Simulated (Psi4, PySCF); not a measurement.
Here is a job for Psi4.
```
memory 2 GB

molecule mol {
3 2
  Ti    0.000000   -0.000000    0.000000
  O    -0.627959    1.694347   -0.916779
  H    -1.523785    2.085312   -0.970296
  H    -0.072977    2.323388   -1.422996
  O     1.556872    1.053938    0.755640
  H     1.513752    1.939292    1.173063
  H     2.507928    0.826376    0.799576
  O     1.045118   -0.451525   -1.676151
  H     1.965747   -0.768596   -1.776801
  H     0.720005   -0.395730   -2.598724
  O    -1.045118    0.451525    1.676151
  H    -1.965747    0.768596    1.776801
  H    -0.720005    0.395730    2.598724
  O    -1.556872   -1.053938   -0.755640
  H    -1.513752   -1.939292   -1.173063
  H    -2.507928   -0.826376   -0.799576
  O     0.627959   -1.694347    0.916779
  H     0.072977   -2.323388    1.422996
  H     1.523785   -2.085312    0.970296
}

set basis sto-3g
set reference uks
set scf_type pk
set puream true
set d_convergence 1e-8
set dft_radial_points 99
set dft_spherical_points 590

energy('bhhlyp')
print_variables()
```

Q: Give the equivalent PySCF input.

A: This is not unique; one that fits is 
```python
from pyscf import gto, scf, dft

mol = gto.M(
    atom='''
Ti    0.00000000   -0.00000000    0.00000000
O    -0.62795870    1.69434690   -0.91677950
H    -1.52378457    2.08531234   -0.97029631
H    -0.07297740    2.32338839   -1.42299588
O     1.55687199    1.05393829    0.75564005
H     1.51375231    1.93929188    1.17306331
H     2.50792783    0.82637641    0.79957606
O     1.04511822   -0.45152455   -1.67615085
H     1.96574695   -0.76859606   -1.77680075
H     0.72000546   -0.39573026   -2.59872397
O    -1.04511822    0.45152455    1.67615085
H    -1.96574695    0.76859606    1.77680075
H    -0.72000546    0.39573026    2.59872397
O    -1.55687199   -1.05393829   -0.75564005
H    -1.51375231   -1.93929188   -1.17306331
H    -2.50792783   -0.82637641   -0.79957606
O     0.62795870   -1.69434690    0.91677950
H     0.07297740   -2.32338839    1.42299588
H     1.52378457   -2.08531234    0.97029631
''',
    basis='sto-3g',
    charge=3,
    spin=1,
    verbose=4,
)

mf = dft.UKS(mol)
mf.xc = 'bhandhlyp'
mf.grids.atom_grid = (99, 590)
mf.grids.prune = None
mf.kernel()
```

Both were run: Psi4 gave -1292.161477 Eh and PySCF -1292.161477 Eh, 0.000 mEh apart.
